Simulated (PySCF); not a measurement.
From computed data to an observable: dipole moment from atomic charges

Se(Me)(SH) (CH4SSe), SMILES C[Se]S. Atoms are numbered in the order given.

```xyz
7

Se     0.1190     0.2914     0.5701
C      1.6634     0.5496    -0.5853
H      2.3733     1.1689    -0.0165
H      1.3665     1.0771    -1.5004
H      2.1300    -0.4134    -0.8288
S     -1.1957    -0.8109    -0.8125
H     -0.7658    -2.0631    -0.5244
```

Geometry: PBE0-D3(BJ)/def2-SVP. One conformer was computed; it need not be the lowest.

Charges (e) from HF/def2-TZVPD run with PySCF:

```
atom     IAO  ESP fit
----  ------  -------
Se1    0.148   -0.039
C2    -0.494   -0.500
H3     0.144    0.217
H4     0.147    0.188
H5     0.143    0.164
S6    -0.159   -0.203
H7     0.071    0.174
```

The dipole moment of the full density is 1.89 D.

Problem. What dipole moment does each set of point charges give, and which comes closer to that of the density?

Solution. 
μ = Σ q r, and 1 e Å = 4.8032 D.
IAO: Σ q r = (0.179, 0.022, 0.124) e Å, |μ| = 1.05 D.
ESP fit: Σ q r = (0.394, -0.092, -0.077) e Å, |μ| = 1.98 D.
ESP fit comes closer in size. Point charges leave out the atoms' own dipoles (lone pairs, polarised bonds); fits to the potential absorb them, partitions of the density don't.
